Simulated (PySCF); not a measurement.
A PySCF script (with the pyscf-properties extension) for the NMR shieldings of SMILES O[B@@H-]([N+]#CC)CCO, C$_{4}$H$_{10}$BNO$_{2}$, on a GFN2-xTB geometry:

```python
import basis_set_exchange as bse
import numpy as np
from pyscf import gto, dft
from pyscf.prop import nmr

atoms = """
C     3.177967    0.940913    0.647682
C     1.859165    0.425752    0.464634
N     0.794631    0.024065    0.323579
B    -0.383402   -1.094083    0.251953
O     0.315233   -2.287270   -0.062252
C    -1.415420   -0.523303   -0.877233
C    -2.051103    0.820040   -0.520965
O    -2.918509    0.743772    0.587592
H     3.738963    0.851280   -0.282241
H     3.126724    1.989614    0.939032
H     3.681372    0.372733    1.429882
H    -0.749412   -1.091241    1.386035
H     0.358741   -2.447615   -1.004065
H    -2.219757   -1.246517   -1.032766
H    -0.906275   -0.408185   -1.839029
H    -1.257582    1.561092   -0.320576
H    -2.665816    1.197846   -1.344869
H    -2.494279    0.177424    1.241951
"""
names = dict.fromkeys(["C", "N", "B", "O", "H"], "pcSseg-1")
basis = {el: gto.basis.parse(bse.get_basis(n, elements=[el], fmt="nwchem")) for el, n in names.items()}
mol = gto.M(atom=atoms, basis=basis, charge=0, verbose=0)
mf = dft.RKS(mol, xc="PBE0")
mf.grids.level = 2
mf.grids.alignment = dft.numint.BLKSIZE   # the property module wants whole blocks of grid points
mf.conv_tol = 1e-9
mf.kernel()

calc = nmr.RKS(mf)   # GIAO
C = mf.mo_coeff
Co = C[:, mf.mo_occ > 0]
resp = mf.gen_response(singlet=True, hermi=2)
def vind(x):   # induced exchange potential for any number of trial vectors
    d = np.einsum("pi,xij,qj->xpq", C, 2 * x.reshape(-1, C.shape[1], Co.shape[1]), Co, optimize=True)
    return np.einsum("xpq,pi,qj->xij", resp(d - d.transpose(0, 2, 1)), C, Co, optimize=True).ravel()
mo1, _ = nmr.rhf.solve_mo1(calc, with_cphf=vind)
sigma = calc.kernel(mo1)
for i, s in enumerate(sigma):   # ppm
    w = np.linalg.eigvalsh((s + s.T) / 2)
    print("%2d %-2s iso %8.1f  s11 %8.1f  s22 %8.1f  s33 %8.1f" % (i, mol.atom_pure_symbol(i), w.mean(), *w))
```

Q: Give the expected output.

A: 
```
 0 C  iso    185.4  s11    177.1  s22    178.1  s33    201.1
 1 C  iso     60.0  s11    -35.2  s22    -27.9  s33    243.0
 2 N  iso     13.7  s11   -148.9  s22   -147.5  s33    337.6
 3 B  iso    105.2  s11     87.4  s22    110.0  s33    118.2
 4 O  iso    263.5  s11    215.7  s22    266.5  s33    308.1
 5 C  iso    157.5  s11    140.9  s22    153.2  s33    178.5
 6 C  iso    120.5  s11     95.4  s22    108.1  s33    158.1
 7 O  iso    292.3  s11    260.3  s22    284.7  s33    331.9
 8 H  iso     29.4  s11     24.3  s22     27.4  s33     36.4
 9 H  iso     29.3  s11     24.4  s22     27.2  s33     36.4
10 H  iso     29.2  s11     24.3  s22     27.2  s33     36.2
11 H  iso     28.2  s11     27.2  s22     28.1  s33     29.4
12 H  iso     30.7  s11     24.4  s22     28.2  s33     39.5
13 H  iso     30.8  s11     27.2  s22     29.8  s33     35.4
14 H  iso     31.7  s11     28.7  s22     30.5  s33     36.0
15 H  iso     28.0  s11     24.1  s22     28.0  s33     31.9
16 H  iso     27.8  s11     23.1  s22     27.7  s33     32.5
17 H  iso     31.0  s11     21.2  s22     30.9  s33     40.8
```

These numbers come from an equivalent density-fitted implementation of the same equations, which agrees with the script to about 0.01 ppm for H and up to a few tenths of a ppm for heavy atoms, so last digits may differ.

Size and cost of the density-fitted run: 186 basis functions, 51 s wall time on 1 thread of an Arm Neoverse N1, shared host; peak memory 0.83 GiB.
